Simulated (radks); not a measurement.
The numbers below are computed, except where a source is named.
Task: Pt I, configuration [Xe] 4f14 5d8 6s1 6p1 (not the ground configuration). Code: a radial shooting solver on a logarithmic mesh with Libxc functionals. Model: Dirac Kohn-Sham, PBE, spin-unpolarised, spherical densities, finite nucleus; open shells are shared between the two j in proportion to 2j + 1; Fermi nuclear charge, rms radius 5.427 fm. Some entries of the table are withheld. Estimate them.

orbital,occ.,eigenvalue (eV),<r^2> (bohr^2),r(max) (bohr)
1s1/2,2,-78276.97,0.0004063,0.01062
2s1/2,2,-13745.38,0.006146,0.06144
2p1/2,2,-13178.08,0.004356,0.04532
2p3/2,4,-11449.24,0.005546,0.05259
3s1/2,2,-3232.089,0.03995,0.1729
3p1/2,2,-2976.564,0.03647,0.1614
3p3/2,4,-2596.527,0.04292,0.1762
3d3/2,4,-2169.665,0.03299,0.1374
3d5/2,6,-2087.747,0.03474,0.1415
4s1/2,2,-698.2241,0.1946,0.3904
4p1/2,2,-589.6445,(1),0.3889
4p3/2,4,-499.1440,(2),0.4194
4d3/2,4,(3),0.2467,0.4130
4d5/2,6,(4),0.2586,0.4225
5s1/2,2,-106.2223,1.018,0.8699
4f5/2,6,-76.6210,0.3199,(5)
4f7/2,8,-73.1665,0.3292,(6)
5p1/2,2,-71.5251,1.205,0.9215
5p3/2,4,-56.4980,1.447,1.002
5d3/2,3.2,-10.8097,2.953,1.227
5d5/2,4.8,-9.3704,3.235,1.266
6s1/2,1,-7.8706,8.679,2.297
6p1/2,0.333333,-2.6475,17.41,2.953
6p3/2,0.666667,-1.9106,23.47,3.391

Result: 
(1) 4p1/2 <r^2> (bohr^2): 0.1989
(2) 4p3/2 <r^2> (bohr^2): 0.2321
(3) 4d3/2 eigenvalue (eV): -320.9883
(4) 4d5/2 eigenvalue (eV): -304.1568
(5) 4f5/2 r(max) (bohr): 0.3828
(6) 4f7/2 r(max) (bohr): 0.3874
